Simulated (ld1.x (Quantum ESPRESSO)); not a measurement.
**Pseudopotential generation for Be: ultrasoft, PW91, non-relativistic.**

The input file (ld1.x (Quantum ESPRESSO) 7.5):

```
&input
   title='Be', zed=4., rel=0, dft='PW91', iswitch=3,
   config='[He] 2s2 2p0',
   nld=2, rlderiv=5.20, eminld=-2.0, emaxld=5.0, deld=0.02
 /
 &inputp
   pseudotype=3, tm=.true., lloc=-1, rcloc=3.45,
   nlcc=.true., new_core_ps=.true.,
   which_augfun='PSQ', rmatch_augfun_nc=.true.,
   file_pseudopw='Be.UPF', file_wfcaegen='ae.wfc', file_wfcncgen='nc.wfc', file_beta='beta', file_chi='chi', file_wfcusgen='us.wfc'
 /
4
2S  1  0   2.00   0.00  1.45  2.05  0.0
2S  1  0   0.00   0.95  1.45  2.05  0.0
2P  2  1   0.00   0.00  3.75  4.80  0.0
2P  2  1   0.00   2.25  3.75  4.80  0.0
 &test
   configts(1)='2s2 2p0'
 /
```

Command:

```bash
ld1.x < Be.in > Be.out
```

The program printed (shortened: banner, matrices, multipoles, cross overlaps and the repeated all-electron block are left out):

```
Program LD1 v.7.5
     --------------------------- All-electron run ----------------------------

     Be

     atomic number is  4.00
     dft =PW91   lsd =0 sic =0 latt =0  beta=0.20 tr2=1.0E-14
     Exchange-correlation= PW91
                           (   1   4   2   2   0   0   0)
     mesh =1041 r(mesh) = 100.85720 a.u. xmin = -7.00 dx = 0.01250
     1 Ry =  13.60569312 eV

     n l     nl                  e(Ry)          e(Ha)          e(eV)
     1 0     1S 1( 2.00)        -7.8231        -3.9116      -106.4389
     2 0     2S 1( 2.00)        -0.4144        -0.2072        -5.6380
     2 1     2P 1( 0.00)        -0.1508        -0.0754        -2.0524

     final scf error:  3.1E-15 reached in  21 iterations

     Etot =     -29.296111 Ry,     -14.648056 Ha,    -398.593899 eV

     Ekin =      29.149168 Ry,      14.574584 Ha,     396.594632 eV
     Encl =     -67.313296 Ry,     -33.656648 Ha,    -915.844046 eV
     Eh   =      14.345131 Ry,       7.172565 Ha,     195.175444 eV
     Exc  =      -5.477114 Ry,      -2.738557 Ha,     -74.519929 eV

     normalization and overlap integrals

     s(1S/1S) =  1.000000  <r> =   0.4206  <r2> =    0.2413  r(max) =   0.2661
     s(2S/2S) =  1.000000  <r> =   2.6047  <r2> =    8.1642  r(max) =   2.0415
     s(2P/2P) =  1.000000  <r> =   3.2408  <r2> =   13.4298  r(max) =   2.2846

     ------------------------ End of All-electron run ------------------------

     --------------------- Generating US pseudopotential ---------------------

      Generating local potential from pseudized AE potential:
      Matching radius rcloc =   3.4500

      Local pseudo, rcloc= 3.451 Estimated cut-off energy=     2.07 Ry

      Computing core charge for nlcc:

       r > 0.96 : true rho core
      Core charge pseudized with two Bessel functions
      Integrated core pseudo-charge :   0.83
      Wfc-us  2S rcutus= 2.042  Estimated cut-off energy=    10.66 Ry
      Wfc-us  2S rcutus= 2.042  Estimated cut-off energy=    13.98 Ry
      Wfc-us  2P rcutus= 4.776  Estimated cut-off energy=     3.52 Ry
      Wfc-us  2P rcutus= 4.776  Estimated cut-off energy=     7.41 Ry

     Q pseudized with Bessel functions
     Expected ecutrho=      86.9490 due to l1=  0   l2=  1

     ------------------- End of pseudopotential generation -------------------

     Computing logarithmic derivative in   5.18088
     Computing logarithmic derivative in   5.18088
     Computing the partial wave expansion
     R is outside the sphere for l=    0 j= 0.00
     R is outside the sphere for l=    0 j= 0.00
     R is outside the sphere for l=    1 j= 0.00
     R is outside the sphere for l=    1 j= 0.00

     ---------------------- Testing the pseudopotential ----------------------

     Be

     atomic number is  4.00   valence charge is  2.00
     dft =PW91   lsd =0 sic =0 latt =0  beta=0.20 tr2=1.0E-14
     mesh =1041 r(mesh) = 100.85720 xmin = -7.00 dx = 0.01250

     n l     nl             e AE (Ry)        e PS (Ry)    De AE-PS (Ry)
     1 0     2S   1( 2.00)       -0.41439       -0.41439        0.00000
     2 1     2P   1( 0.00)       -0.15085       -0.15085        0.00000

     eps = 2.5E-17  iter =  1

     Etot =     -29.296111 Ry,     -14.648056 Ha,    -398.593899 eV
     Etotps =    -3.019760 Ry,      -1.509880 Ha,     -41.085933 eV

     Ekin =       0.649498 Ry,       0.324749 Ha,       8.836871 eV
     Encl =      -3.252565 Ry,      -1.626283 Ha,     -44.253404 eV
     Ehrt =       1.393865 Ry,       0.696932 Ha,      18.964498 eV
     Ecxc =      -1.823778 Ry,      -0.911889 Ha,     -24.813763 eV
     (Ecc =      -0.993738 Ry,      -0.496869 Ha,     -13.520489 eV)
     Epseu=       0.013220 Ry,       0.006610 Ha,       0.179865 eV

     ---------------------- End of pseudopotential test ----------------------
```

Generation and configuration tests took about 0.71 s on one core of a shared server CPU.

Transferability test of the new file with ld1.x, input:

```
&input
   title='Be', zed=4., rel=0, dft='PW91', iswitch=2,
   config='[He] 2s2 2p0'
 /
 &test
   file_pseudo='Be.UPF', nconf=6,
   configts(1)='2s2 2p0',
   configts(2)='2s1 2p0',
   configts(3)='2s1.5 2p0',
   configts(4)='2s1 2p1',
   configts(5)='2s0 2p2',
   configts(6)='2s0 2p1'
 /
```

```bash
ld1.x < Be.test.in > Be.test.out
```

Pseudopotential blocks of its output, shortened (energy terms left out):

```
     ---------------------- Testing the pseudopotential ----------------------

     n l     nl             e AE (Ry)        e PS (Ry)    De AE-PS (Ry)
     1 0     2S   1( 2.00)       -0.41439       -0.41439       -0.00000
     2 1     2P   1( 0.00)       -0.15085       -0.15085        0.00000

     eps = 5.3E-17  iter =  1

     Etot =     -29.296111 Ry,     -14.648056 Ha,    -398.593899 eV
     Etotps =    -3.019760 Ry,      -1.509880 Ha,     -41.085933 eV

     ---------------------- End of pseudopotential test ----------------------

          ---------------------- Testing the pseudopotential ----------------------

     n l     nl             e AE (Ry)        e PS (Ry)    De AE-PS (Ry)
     1 0     2S   1( 1.00)       -1.00872       -1.00809       -0.00063
     2 1     2P   1( 0.00)       -0.72021       -0.70151       -0.01870  !

     eps = 1.5E-15  iter =  9

     Etot =     -28.592146 Ry,     -14.296073 Ha,    -389.015967 eV
     Etotps =    -2.316014 Ry,      -1.158007 Ha,     -31.510973 eV
     dEtot_ae =       0.703965 Ry
     dEtot_ps =       0.703747 Ry,   Delta E=       0.000218 Ry

     ---------------------- End of pseudopotential test ----------------------

          ---------------------- Testing the pseudopotential ----------------------

     n l     nl             e AE (Ry)        e PS (Ry)    De AE-PS (Ry)
     1 0     2S   1( 1.50)       -0.70013       -0.69997       -0.00017
     2 1     2P   1( 0.00)       -0.41890       -0.41402       -0.00488

     eps = 5.6E-16  iter =  9

     Etot =     -29.018658 Ry,     -14.509329 Ha,    -394.818951 eV
     Etotps =    -2.742340 Ry,      -1.371170 Ha,     -37.311439 eV
     dEtot_ae =       0.277454 Ry
     dEtot_ps =       0.277420 Ry,   Delta E=       0.000033 Ry

     ---------------------- End of pseudopotential test ----------------------

          ---------------------- Testing the pseudopotential ----------------------

     n l     nl             e AE (Ry)        e PS (Ry)    De AE-PS (Ry)
     1 0     2S   1( 1.00)       -0.45537       -0.45836        0.00299
     2 1     2P   1( 1.00)       -0.18830       -0.19101        0.00272

     eps = 8.4E-15  iter = 21

     Etot =     -29.030631 Ry,     -14.515315 Ha,    -394.981850 eV
     Etotps =    -2.754174 Ry,      -1.377087 Ha,     -37.472451 eV
     dEtot_ae =       0.265481 Ry
     dEtot_ps =       0.265586 Ry,   Delta E=      -0.000105 Ry

     ---------------------- End of pseudopotential test ----------------------

          ---------------------- Testing the pseudopotential ----------------------

     n l     nl             e AE (Ry)        e PS (Ry)    De AE-PS (Ry)
     1 0     2S   1( 0.00)       -0.48602       -0.49361        0.00759  !
     2 1     2P   1( 2.00)       -0.21784       -0.22485        0.00701  !

     eps = 7.7E-15  iter = 29

     Etot =     -28.762845 Ry,     -14.381422 Ha,    -391.338439 eV
     Etotps =    -2.485957 Ry,      -1.242979 Ha,     -33.823168 eV
     dEtot_ae =       0.533266 Ry
     dEtot_ps =       0.533803 Ry,   Delta E=      -0.000537 Ry

     ---------------------- End of pseudopotential test ----------------------
```

The test run then stopped with an error in chargeps: “negative rho”.
